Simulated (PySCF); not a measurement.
**Xe+ (xenon, charge +1) across methods**

[Kr] 4d10 5s2 5p4 5d1, one real determinant (an excited configuration). All numbers are calculated (PySCF 2.14, scalar relativity through the core potential, in aug-cc-pwCVTZ-PP with ECP28MDF).

| method | E (hartree) | mean ε 5p α (eV) | mean ε 5p β (eV) | mean ε 5d α (eV) | Σ⟨r²⟩ (bohr²) | ⟨S²⟩ |
| --- | --- | --- | --- | --- | --- | --- |
| wB97X-V | -328.4534 | -23.495 | -21.938 | -8.817 | 54.29 | 3.753 |
| LDA | -328.0179 | -19.749 | -18.305 | -6.288 | 54.63 | 3.752 |
| PBE0 | -328.4944 | -21.162 | -19.430 | -7.140 | 54.30 | 3.755 |
| PBE | -328.4662 | -19.623 | -18.111 | -6.370 | 54.44 | 3.754 |
| UHF | -327.46380 | -24.914 | -22.376 | -9.054 | 54.74 | 3.764 |
| r2SCAN | -328.5988 | -20.179 | -18.493 | -6.441 | 54.35 | 3.757 |
| B97-3 | -328.5414 | -21.147 | -19.442 | -7.037 | 54.38 | 3.754 |
| PBEsol | -328.1615 | -19.643 | -18.113 | -6.315 | 54.43 | 3.753 |

(1) Estimate the same row for revPBE.

⟨L²⟩ = 8.03 against 12 for a pure F term, so this real determinant mixes terms. Energies and moments cover only the electrons outside the core potential. The outer electron is Rydberg-like, and this basis confines it to a smaller radius and binds it less than a complete one would.

## Answers

(1) E (hartree) = -328.5289; mean ε 5p α (eV) = -19.593; mean ε 5p β (eV) = -18.066; mean ε 5d α (eV) = -6.378; Σ⟨r²⟩ (bohr²) = 54.37; ⟨S²⟩ = 3.754.
